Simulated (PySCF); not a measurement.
**[Bi(SiH3)3]2+ at several levels of theory**

Computed with PySCF 2.14.0 (density fitting, no spin-orbit coupling) at the geometry relaxed with r2SCAN:

```xyz
13
[Bi(SiH3)3]2+ (singlet)
Bi    0.0000    0.0000   -0.5379
Si    2.7652    0.0000   -0.6987
H     3.1147   -1.2773   -0.0345
H     2.7819    0.0000   -2.1901
H     3.1147    1.2774   -0.0345
Si   -1.3826    2.3947   -0.6987
H    -0.4511    3.3360   -0.0345
H    -1.3910    2.4092   -2.1901
H    -2.6636    2.0587   -0.0345
Si   -1.3826   -2.3948   -0.6987
H    -2.6635   -2.0587   -0.0345
H    -1.3909   -2.4092   -2.1901
H    -0.4511   -3.3361   -0.0345
```

```
 level                                               basis    state  HOMO (eV)  gap (eV)  charge on Bi1 (e)  dipole about the centre of mass (D)  largest force component (eV/Å)
r2SCAN     Bi def2-SVP with ECP60, Si def2-SVP, H def2-SVP  singlet     -16.25      1.86               0.49                                 0.52                            0.04
 wB97X                                            the same  singlet     -18.89      7.19               0.43                                 0.39                            0.14
 M06-L                                            the same  singlet     -16.07      1.85               0.61                                 0.47                            0.12
  TPSS                                            the same  singlet     -16.08      1.71               0.52                                 0.50                            0.10
r2SCAN  Bi def2-TZVP with ECP60, Si def2-TZVP, H def2-TZVP  singlet     -16.08      1.85               0.71                                 0.56                            0.14
r2SCAN          Bi x2c-SVPall, Si x2c-SVPall, H x2c-SVPall  singlet     -16.26      1.85               0.35                                 0.54                            0.04
```

Charges are Mulliken's, which hang on the basis. The relaxation used the grid (50, 194), these runs (75, 302) or, all-electron (x2c bases, spin-free X2C Hamiltonian), (99, 590).

What does BLYP with Bi def2-SVP with ECP60, Si def2-SVP, H def2-SVP give here?

state singlet, HOMO (eV) -15.75, gap (eV) 1.45, charge on Bi1 (e) 0.46, dipole about the centre of mass (D) 0.55, largest force component (eV/Å) 0.20. Time: 6.9 s on 2 threads of Arm Neoverse V2 (shared host), from an already converged density.

In the first row's basis the gap widens with exact exchange: 1.5 to 1.9 eV for BLYP, TPSS, M06-L, r2SCAN (none); 7.2 eV for wB97X (rising or full at long range).

No frequency check is given that shows the relaxed geometry to be a minimum.
